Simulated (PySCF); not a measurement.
# What a mistake does to a calculation on BGeH9Si2

All numbers below are calculated, not measured. The program is PySCF 2.14.0, an open-source quantum chemistry code, run on an isolated molecule that a program drew, which may never have been made. The molecule is BGeH9Si2 (charge 0, singlet), drawn as the SMILES string `[BH2][GeH]([SiH3])[SiH3]`.

Each row is a Hartree-Fock (HF) and frozen-core CCSD(T) single point in the cc-pV(D+d)Z basis, meant for a local HF minimum. Run 1 is clean. Each other run has one planted mistake out of seven kinds, and not every kind appears here: one electron removed, one electron added, multiplicity raised by two, geometry at a saddle point, minimal basis STO-3G, one bond length entered in bohr, all coordinates scaled. The reference is restricted for singlets and unrestricted otherwise, and also for a bond in bohr. Adding or removing an electron swaps singlet and doublet. Electrons count all cores. HOMO and LUMO are orbital energies over both spins, the gradient is its largest component, and the lowest frequency (negative if imaginary) is given only where the gradient is small. Bond lengths are over the 12 bonds as drawn. T1 is the CCSD diagnostic: over 0.02 (restricted) or 0.045 (unrestricted) a single reference is doubtful. Germanium has the cc-pVDZ-PP basis, with a core potential (ECP10MDF) in place of its 10 inner electrons, and its 3s, 3p and 3d shells are frozen in CCSD(T).

Geometry of the clean run:
```xyz
13
BGeH9Si2, angstrom
B    -0.6117   -1.1866   -0.6367
Ge    1.0406   -0.2813    0.2465
Si    0.3333    1.3958    1.8324
Si    2.4087    0.7859   -1.4323
H    -1.3946   -0.5179   -1.2517
H    -0.8097   -2.3651   -0.5518
H     1.9231   -1.2959    0.9966
H    -0.4483    2.4471    1.1379
H     1.5126    2.0233    2.4744
H    -0.5178    0.7949    2.8878
H     3.5930    1.4165   -0.8027
H     2.8742   -0.2016   -2.4360
H     1.6241    1.8331   -2.1296
```

```
run,electrons,basis functions,<S^2>,HOMO (eV),LUMO (eV),gradient (hartree/bohr),lowest frequency (cm^-1),mean bond (Å),longest bond (Å),T1,HF (hartree),CCSD(T) (hartree),mistake
1,74,128,0.000,-10.11,1.17,2.4e-05,80,1.6452,2.414,0.0135,-901.14583,-901.62756,no fault
2,74,128,0.000,-10.34,1.31,3.6e-02,-,1.5596,2.289,0.0134,-901.11447,-901.59452,all coordinates scaled
3,75,128,0.763,-1.04,7.28,2.2e-02,-,1.6452,2.414,0.0137,-901.14095,-901.64381,one electron added
4,74,128,0.829,-8.83,0.64,8.7e-03,-,1.7550,2.801,0.0418,-901.03673,-901.50801,?
5,73,128,0.772,-15.15,-7.89,5.3e-02,-,1.6452,2.414,0.0219,-900.81492,-901.27403,?
```

**Which mistake was planted in run 4, and what did it cost?**

The mean bond changes by a factor of 1.067 and the longest by 1.160, so the molecule wasn't scaled as a whole. A length L in bohr read as angstrom grows by (1/0.5292 - 1) L = 0.890 L. The 12 bonds together grew by 12 x 0.1098 = 1.318 Å, which gives L = 1.481 Å. That is the length of one of the H-Si bonds, 1.482 Å in the clean geometry. So the mistake is: one bond length entered in bohr. Subtracting run 1 and multiplying by 627.51 kcal/mol a hartree, the energy moved by 68.5 kcal/mol in HF and 75.0 kcal/mol in CCSD(T).

**Which mistake was planted in run 5, and what did it cost?**

It counts 73 electrons, one fewer than the clean run, at the same geometry and basis. So the mistake is: one electron removed. Subtracting run 1 and multiplying by 627.51 kcal/mol a hartree, the energy moved by 207.6 kcal/mol in HF and 221.8 kcal/mol in CCSD(T).

